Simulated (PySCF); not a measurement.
# Computed vibrations of WO2Br2

WO2Br2 (singlet). PySCF 2.14.0, RKS B3LYP, W def2-SVP with ECP60, O def2-SVP, Br def2-SVP; non-relativistic Hamiltonian with scalar-relativistic core potentials where named; density fitting; no spin-orbit coupling. Central differences of gradients.

```xyz
5

W     0.5030    0.5030    0.0000
O     2.2035    0.3601    0.0000
O     0.3601    2.2035    0.0000
Br   -2.0823    0.3901    0.0000
Br    0.3901   -2.0823    0.0000
```

Run from Python with OMP_NUM_THREADS=2. Where DIIS fails, smearing, a level shift and second-order steps follow.
It took 59 s on 2 threads of AMD EPYC 9B14 (Zen 4) (shared host).

**Question.** What are the harmonic wavenumbers and infrared intensities?

**Answer.** Modes are labelled in C2v; negative numbers are unstable modes, those under 60 cm⁻¹ near the noise; a finer grid moves soft modes by up to 10 cm⁻¹.
```json
{"cm⁻¹": "-258", "km/mol": "–", "symmetry": "a2"}
{"cm⁻¹": "-106", "km/mol": "–", "symmetry": "b1"}
{"cm⁻¹": "114", "km/mol": "0.2", "symmetry": "a1"}
{"cm⁻¹": "132", "km/mol": "17.9", "symmetry": "b2"}
{"cm⁻¹": "207", "km/mol": "8.0", "symmetry": "b2"}
{"cm⁻¹": "225", "km/mol": "10.5", "symmetry": "a1"}
{"cm⁻¹": "397", "km/mol": "5.2", "symmetry": "a1"}
{"cm⁻¹": "959", "km/mol": "117.1", "symmetry": "b2"}
{"cm⁻¹": "1005", "km/mol": "158.9", "symmetry": "a1"}
```

**Question.** Is this a minimum?

**Answer.** No: 2 unstable; the lowest moves the atoms so:
```
W    0.00  0.00  0.00
O    0.00  0.00 -0.70
O    0.00  0.00  0.70
Br   0.00  0.00 -0.11
Br   0.00  0.00  0.11
```
